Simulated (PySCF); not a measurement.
# Excitation energy of Br²⁺ by level of theory

Br²⁺ [Ar] 3d10 4s2 4p3 (4S) → Br²⁺ [Ar] 3d10 4s1 4p3 5s1 (6S), as a difference of total energies. All numbers are calculated (PySCF 2.14, scalar relativity through the core potential, in aug-cc-pwCVDZ-PP with ECP10MDF (6s5p4d1f, 48 functions)). Correlated levels: valence: 3s2 3p6 3d10 frozen. The calculations carry no spin-orbit coupling.

| method | excitation energy (eV) |
| --- | --- |
| UHF | 25.946 |
| MP2 (valence) | 27.009 |
| SCS-MP2 (valence) | 27.447 |
| CCSD (valence) | 27.215 |
| CCSD(T) (valence) | 27.235 |

Q: How much does correlation contribute at CCSD(T) (valence)?

A: 27.235 − (25.946) = 1.289 eV, measured against UHF.

The promoted electron is Rydberg-like, and one or two diffuse shells describe it only roughly, which tends to raise the upper state.
